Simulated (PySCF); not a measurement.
Basis-set dependence of HgH at HF

PySCF, UHF reference; doublet, unpaired electrons σ ↑; De to Hg + H without counterpoise correction.

| basis | relativity | functions | Re (Å) | ωe (cm⁻¹) | De (eV) | μ (D) |
| --- | --- | --- | --- | --- | --- | --- |
| def2-SVP | scalar-relativistic core potentials | 37 | 1.822 | 1080 | -0.01 | -0.59 |
| def2-SVPD | scalar-relativistic core potentials | 43 | 1.804 | 1194 | 0.07 | -0.58 |
| def2-TZVP | scalar-relativistic core potentials | 49 | 1.774 | 1331 | 0.16 | -0.50 |
| def2-TZVPP | scalar-relativistic core potentials | 73 | 1.773 | 1330 | 0.18 | -0.50 |

(1) How does each smaller set differ from the one with most functions, def2-TZVPP?

A positive dipole means Hg(−)H(+). Spin–orbit coupling is left out. Hartree–Fock leaves out correlation, which carries a large part of most bond energies and some tenths to 1 eV of ionisation energies. A negative De means that the minimum lies above the separated atoms at that level. The state is the lowest determinant that a PBE0 search found; another state may lie lower at other levels.

Answers

(1) def2-SVP: +4.9 pm, -18.8 % in ωe, -0.19 eV in De; def2-SVPD: +3.1 pm, -10.2 % in ωe, -0.11 eV in De; def2-TZVP: +0.1 pm, +0.1 % in ωe, -0.02 eV in De. All at HF; the set with most functions is neither the basis-set limit nor always the best.
